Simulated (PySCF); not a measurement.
**Simulated characterisation data**

[PySCF 2.14: geometry: GFN2-xTB; GIAO PBE0/pcSseg-1 shieldings; one conformer; non-relativistic Hamiltonian; gas phase; fast rotation and ring inversion assumed for equivalent nuclei]

Scale: TMS for ¹H (31.72 ppm), ¹³C (186.93 ppm) (reference shieldings calculated alike). Splittings of carbon signals by F and P are missing where no couplings were computed. Where no couplings were computed, multiplicities follow the n + 1 count of equivalent neighbours, and m marks all less simple cases (inequivalent or close neighbours, rings, F or P nearby). Shifts are as computed. Against solution values, carbons near 30 ppm lie about +3 ppm off and those near 130 ppm about +5 ppm. Of 1211 compounds with measured shifts, 218 miss one by over three times the rms of a fit or turn the order of signals round; such compounds aren't used in these exercises.

Compound 1 (C4H5N2P). ¹H NMR (500 MHz, computed): δ 8.90 (m, 1H), 8.56 (m, 1H), 7.21 (m, 1H), 6.72 (m, 1H), 5.36 (m, 1H). ¹³C{¹H} NMR (computed): δ 169.1 (CH), 165.2 (CH), 139.4 (CH), 111.7 (CH2). Structure: `C=Cn1cpcn1`.

Compound 2 (C6H8F2O). ¹H NMR (500 MHz, computed): δ 6.21 (m, 1H), 4.02 (t, 2H), 2.77 (t, 2H), 1.97 (s, 3H). ¹³C{¹H} NMR (computed): δ 128.1, 85.6, 79.7, 73.1, 23.8, 4.5. Structure: `CC#CCCOC(F)F`.

Compound 3 (C6H11FO2Si). ¹H NMR (500 MHz, computed): δ 8.04 (s, 1H), 5.76 (m, 1H), 4.89 (m, 2H), 2.66 (m, 2H), 2.18 (m, 2H), 1.19 (s, 3H). ¹³C{¹H} NMR (computed): δ 164.8 (CH), 65.9 (CH), 37.9 (CH2), 23.1 (CH3), 19.2 (C). Structure: `O([C@H]1C[C@@](C)([SiH2]F)C1)C=O`.
